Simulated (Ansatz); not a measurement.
C2H3O (SMILES C[C]=O), doublet, at a GFN2-xTB geometry; B3LYP5/def2-SVP (Ansatz, a program for electronic structure).

The Ansatz input:
Ansatz 0.2 input:
```yaml
crystal:
  periodic: [false, false, false]
  atoms:
    - {symbol: C, position_ang: [-0.98280623, -0.64031730, 0.00918186]}
    - {symbol: C, position_ang: [0.00892753, 0.45680593, 0.00356209]}
    - {symbol: H, position_ang: [-0.51469410, -1.62955370, -0.00565307]}
    - {symbol: H, position_ang: [-1.60234727, -0.53869636, 0.89822118]}
    - {symbol: H, position_ang: [-1.62802750, -0.52448715, -0.85962290]}
    - {symbol: O, position_ang: [1.19854263, 0.47422569, -0.01367611]}
basis:
  gaussian:
    orbitals: def2-SVP
hamiltonian:
  xc: b3lyp5
magnetization: {spin_polarized: true, initial_magnetization: 1}
```

What the program printed (banner, timings and long lists left out):

```
Functional definition: B3LYP5
574 factors; integrals over basis functions are off by at most 1.5e-3 eV
mean field evaluation 1: about -4158.4669 eV, gradient 3.2e1 eV
mean field evaluation 2: about -4154.3046 eV, gradient 4.6e1 eV
mean field evaluation 4: about -4162.6886 eV, gradient 1.3e0 eV
mean field evaluation 8: about -4162.8377 eV, gradient 4.1e-2 eV
mean field evaluation 16: about -4162.8378 eV, gradient 5.4e-5 eV
mean field -4162.83775882 eV, -152.9814659638 hartree, gradient 5.4e-5 eV, S^2 0.752286; 0 other end points of the search recorded, 0 dependent functions left out
reference -4162.83792078 eV, -152.9814719159 hartree; 12, 11 occupied and 45, 46 virtual orbitals, 574 factors
Total energy: -4162.83792078 eV, -152.9814719159 hartree
```
